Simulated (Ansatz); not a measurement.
`F[SiH](Cl)[S][GeH3]` + H₂O → `O[SiH](F)[S][GeH3]` + HCl at 700 K and 1 bar (formal hydrolysis of the Si–Cl bond).

Isolated molecules relaxed with PBE0-D4/def2-TZVP in Ansatz; ΔE leaves out vibrations. CCSD(T)/CBS adds triple-zeta CCSD(T) − MP2 to the extrapolated MP2 energy (def2 sets, frozen cores). This one scheme is used for every species. For Ge outer-core shells are correlated without core-valence functions, which leaves a few kJ/mol of doubt a bond. Scalar relativity is left out up to krypton. One conformer a species, not always the lowest.

```json
{"species": "`F[SiH](Cl)[S][GeH3]`", "CCSD(T)/CBS energy (Eh)": "-3325.10853", "H − E (kJ/mol)": "187.9", "S (J/(mol·K))": "514.3"}
{"species": "H₂O", "CCSD(T)/CBS energy (Eh)": "-76.37941", "H − E (kJ/mol)": "80.5", "S (J/(mol·K))": "218.4"}
{"species": "`O[SiH](F)[S][GeH3]`", "CCSD(T)/CBS energy (Eh)": "-2941.10924", "H − E (kJ/mol)": "225.5", "S (J/(mol·K))": "520.4"}
{"species": "HCl", "CCSD(T)/CBS energy (Eh)": "-460.38127", "H − E (kJ/mol)": "38.4", "S (J/(mol·K))": "211.8"}
```

H − E and S are ideal-gas, rigid-rotor, harmonic terms from PBE0-D4/def2-TZVP, for one conformer and one mirror image of each species. 1 Eh = 2625.50 kJ/mol, R = 8.31446 J/(mol·K).

Q: By hand: ΔE, ΔH, ΔS and ΔG.

A: ΔE = (-2941.10924) + (-460.38127) − (-3325.10853) − (-76.37941) = -0.00257 Eh = -6.7 kJ/mol. Δ(H − E) = 225.5 + 38.4 − 187.9 − 80.5 = -4.5, so ΔH = -11.2 kJ/mol. ΔS = 520.4 + 211.8 − 514.3 − 218.4 = -0.5 J/(mol·K). ΔG = -11.2 − 700 × (-0.5)/1000 = -10.8 kJ/mol.

Q: By hand: the equilibrium constant, and the temperature at which ΔG would vanish if ΔH and ΔS stayed fixed.

A: log₁₀ K = −ΔG/(RT ln 10) = 0.8. ΔG = 0 at ΔH/ΔS = 22400 K, far beyond where these terms or the molecules hold.

The number of gas molecules stays the same, so ΔS is small and ΔH decides. A doubt of 5 kJ/mol in ΔE shifts log₁₀ K by 0.4 here. Other conformers and mirror images would add mixing entropy, several J/(mol·K) or more a flexible species. Modes under 60 cm⁻¹, often nearly free rotors, make the harmonic entropy too high. These are equilibria of isolated gas molecules and say nothing of rates. Largest T1 diagnostic: 0.012 (customary marks: 0.02 for closed shells, 0.045 for open ones).
